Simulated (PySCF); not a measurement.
A geometry optimisation, step by step.

Compound: C9H8ClN.
Numbering: `[CH2:1]=[C:2]([Cl:3])/[CH:4]=[N:5]/[c:6]1[cH:7][cH:8][cH:9][cH:10][cH:11]1` (hydrogens: H12, H13 on C1; H14 on C4; H15 on C7; H16 on C8; H17 on C9; H18 on C10; H19 on C11)

Method: PBE0-D3(BJ)/def2-SVP geometry optimisation, gas phase (PySCF 2.14.0); density fitting, grid level 1; the optimiser is geomeTRIC in internal coordinates, started from a GFN2-xTB structure with every atom displaced at random (about 0.01 Å). 4 of its 10 geometries are shown. The frame can shift and turn from step to step; on so coarse a grid that alone can change the energy by a few meV, and forces under 0.02 eV/Å are noise.

Step 0: E = -23446.3031 eV, largest atomic force 2.964 eV/Å
```
atom  x, y, z in Å  |  force x, y, z in eV/Å
C1      4.077   -0.527   -0.882   -2.735   0.871   0.739
C2      3.100    0.137   -0.211    2.265  -0.210  -0.154
Cl3     3.489    1.324    0.969    0.264   0.206   0.177
C4      1.720   -0.094   -0.402   -2.884  -0.163   0.006
N5      0.814    0.534    0.251    1.113   0.399  -0.014
C6     -0.540    0.312    0.170    0.446  -0.460  -0.033
C7     -1.065   -0.983    0.123   -0.023   0.164  -0.099
C8     -2.429   -1.154    0.109   -0.798   0.169   0.163
C9     -3.294   -0.059    0.154    0.353  -0.503  -0.252
C10    -2.766    1.214    0.196   -0.524   0.544   0.047
C11    -1.406    1.403    0.231    0.419   0.040  -0.119
H12     3.806   -1.241   -1.616   -0.311  -0.890  -0.830
H13     5.072   -0.297   -0.730    2.385   0.450   0.416
H14     1.427   -0.841   -1.158    0.212  -0.182  -0.168
H15    -0.414   -1.844    0.132    0.364  -0.319   0.002
H16    -2.854   -2.146    0.097   -0.134  -0.540  -0.049
H17    -4.360   -0.197    0.118   -0.595  -0.165   0.065
H18    -3.433    2.077    0.217   -0.035   0.089   0.013
H19    -0.974    2.389    0.268    0.218   0.500   0.089
```

Step 3: E = -23446.5489 eV, largest atomic force 0.337 eV/Å
```
atom  x, y, z in Å  |  force x, y, z in eV/Å
C1      4.005   -0.433   -1.023   -0.275   0.091   0.173
C2      3.125    0.201   -0.230    0.155  -0.097  -0.108
Cl3     3.623    1.343    0.964    0.073  -0.018  -0.061
C4      1.685   -0.039   -0.334    0.061   0.036   0.056
N5      0.846    0.612    0.361   -0.150  -0.032  -0.064
C6     -0.516    0.328    0.270   -0.050  -0.030   0.013
C7     -1.014   -0.982    0.188   -0.039  -0.026  -0.024
C8     -2.386   -1.211    0.114    0.015   0.054   0.011
C9     -3.279   -0.139    0.115    0.070   0.017   0.002
C10    -2.789    1.165    0.209   -0.033  -0.015   0.001
C11    -1.422    1.399    0.304    0.015  -0.020   0.012
H12     3.623   -1.147   -1.754    0.049  -0.048  -0.072
H13     5.076   -0.261   -0.958    0.119   0.025   0.016
H14     1.395   -0.815   -1.072   -0.004   0.082   0.038
H15    -0.319   -1.824    0.214    0.009  -0.022   0.010
H16    -2.760   -2.236    0.062   -0.001  -0.001   0.002
H17    -4.354   -0.320    0.058   -0.024  -0.002  -0.004
H18    -3.483    2.010    0.220    0.009  -0.008   0.001
H19    -1.022    2.411    0.397    0.001   0.015  -0.002
```

Step 6: E = -23446.5549 eV, largest atomic force 0.048 eV/Å
```
atom  x, y, z in Å  |  force x, y, z in eV/Å
C1      4.005   -0.456   -1.009   -0.039  -0.010   0.003
C2      3.131    0.212   -0.243    0.015   0.028   0.020
Cl3     3.654    1.391    0.903    0.010   0.000  -0.006
C4      1.688   -0.020   -0.334   -0.016  -0.008   0.001
N5      0.839    0.626    0.356    0.007  -0.017  -0.007
C6     -0.520    0.330    0.267   -0.025   0.012   0.007
C7     -1.017   -0.981    0.173    0.036  -0.032  -0.003
C8     -2.388   -1.212    0.102    0.010   0.027   0.000
C9     -3.282   -0.142    0.117    0.004   0.001   0.003
C10    -2.795    1.162    0.224   -0.016   0.016  -0.001
C11    -1.428    1.398    0.317   -0.010  -0.010   0.001
H12     3.629   -1.194   -1.722    0.036  -0.012  -0.013
H13     5.080   -0.286   -0.943   -0.014   0.000   0.003
H14     1.397   -0.796   -1.067   -0.001   0.003  -0.008
H15    -0.320   -1.823    0.192    0.003  -0.005   0.000
H16    -2.761   -2.237    0.043    0.004   0.003   0.001
H17    -4.358   -0.325    0.061    0.001   0.003   0.001
H18    -3.491    2.004    0.248   -0.002   0.002   0.000
H19    -1.031    2.410    0.419   -0.002  -0.001   0.000
```

Step 9: E = -23446.5554 eV, largest atomic force under 0.02 eV/Å
```
atom  x, y, z in Å  |  force x, y, z in eV/Å
C1      4.005   -0.469   -1.001    0.003  -0.001   0.001
C2      3.129    0.214   -0.250   -0.002   0.002  -0.001
Cl3     3.653    1.407    0.880    0.001   0.000  -0.003
C4      1.686   -0.016   -0.343   -0.006   0.000   0.002
N5      0.838    0.631    0.346    0.000  -0.007   0.002
C6     -0.522    0.333    0.262    0.002   0.003  -0.002
C7     -1.014   -0.979    0.165    0.003   0.002   0.000
C8     -2.386   -1.209    0.100   -0.001   0.000   0.001
C9     -3.282   -0.141    0.124   -0.001  -0.001  -0.001
C10    -2.798    1.163    0.234    0.002  -0.001   0.000
C11    -1.431    1.400    0.321   -0.001   0.002   0.000
H12     3.642   -1.218   -1.708   -0.001   0.001   0.000
H13     5.080   -0.297   -0.926    0.001   0.000   0.000
H14     1.396   -0.792   -1.077    0.000  -0.001   0.000
H15    -0.317   -1.820    0.177    0.000   0.000   0.000
H16    -2.758   -2.235    0.038    0.000   0.000   0.000
H17    -4.358   -0.326    0.072    0.000   0.000   0.000
H18    -3.496    2.004    0.265    0.000   0.000   0.000
H19    -1.034    2.411    0.426    0.000   0.000   0.000
```

Question: Summarise the path.

Answer: The energy falls by 0.2523 eV from step 0 to step 9; nine tenths of that is first reached at step 1. It never rises by more than 0.2 meV. The largest force goes from 2.964 to under 0.02 eV/Å. Among the bonds C1–H13 changes most, from 1.033 to 1.091 Å; the atoms move by 0.105 Å rms after alignment.

Question: Follow the three bonds and two angles with the largest change from start to end.

Answer: 
```
step  E above end (eV)  largest force (eV/Å)  C1–H13 (Å)  C2–C4 (Å)  C1–H12 (Å)  C4–N5–C6 (°)  C2–C4–H14 (°)
   0            0.2523                 2.964       1.033      1.412       1.060         126.0          117.6
   1            0.0242                 0.823       1.106      1.479       1.096         121.4          114.3
   2            0.0165                 0.396       1.095      1.471       1.093         120.8          112.8
   3            0.0065                 0.337       1.087      1.464       1.091         120.3          114.8
   4            0.0052                 0.153       1.089      1.465       1.092         120.6          114.2
   5            0.0011                 0.049       1.090      1.464       1.093         120.6          114.3
   6            0.0005                 0.048       1.091      1.464       1.093         120.6          114.3
   7            0.0002                 0.037       1.091      1.464       1.093         120.6          114.3
   8            0.0002                 0.038       1.091      1.464       1.093         120.6          114.3
   9            0.0000            under 0.02       1.091      1.464       1.093         120.7          114.2
```

What follows is the cost of the whole optimisation. Hardware: one thread, Arm Neoverse V1 (aarch64), shared host. Cost: 3.6 min wall, 0.88 GiB resident at most.
